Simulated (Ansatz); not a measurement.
Isolated molecules relaxed with PBE0-D4/def2-TZVP in Ansatz; ΔE leaves out vibrations. CBS: MP2 limit from def2 TZ/QZ plus the TZ coupled-cluster correction, frozen cores. This one scheme is used for every species. Functionals use def2-TZVPP. Each species was taken in one conformer, which may not be the lowest.

Reaction (β-hydride elimination): `CN[SiH2][AlH2]` → `[AlH2][SiH3]` + `C=N`

```json
{"level": "PBE0", "ΔE (kcal/mol)": "37.5"}
{"level": "CCSD(T)/def2-TZVPP", "ΔE (kcal/mol)": "34.3"}
```

(1) What does CCSD(T)/CBS give? (Best estimate.)

Largest T1 diagnostic among the species: 0.012.

Results:

(1) The calculation gave: +36.2 kcal/mol. The listed levels differ from it by 1.3, -1.9 kcal/mol.

The D4 term adds +3.5 kcal/mol with B3LYP and +1.9 kcal/mol with PBE0; it sums over pairs of atoms, weighted by their polarisabilities, and B3LYP, whose exchange is more repulsive, gets the larger term. From PBE to PBE0 (25 % exact exchange), in def2-TZVPP and without D4, ΔE moves by +3.2 kcal/mol.

B3LYP here is the variant with VWN-RPA as its local correlation; programs differ in this.
